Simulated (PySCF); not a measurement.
## Relaxation of doublet SeS₂⁻

Level of theory: PySCF, UPBE0, basis Se def2-SVPD, S def2-SVPD (no relativity, density fitting). A (50,194) grid was used.

A start displaced from a saddle point along its imaginary mode, of C2v symmetry, held to at least that symmetry:

```xyz
3
charge -1 multiplicity 2, angstrom
Se    0.0824    0.0493    0.0000
S    -0.1030   -0.0616    2.2616
S    -0.1030   -0.0616   -2.2616
```

Task: What forces act on the atoms at the start (eV/Å)?

Result: 
```csv
atom,Fx,Fy,Fz
Se1,1.73,1.03,0.00
S2,-0.86,-0.52,-0.61
S3,-0.86,-0.52,0.61
```

Task: What does it relax to?

Result: It ends at C2v with Se–S 2.138 Å (×2); S–Se–S 113.8°. A frequency run shows a minimum. Other isomers or separated fragments may lie lower.

Task: How much energy is released, and in how many steps?

Result: 181.2 kJ/mol in 7 steps.

The relaxation took of the order of 110 core-seconds on a shared host.
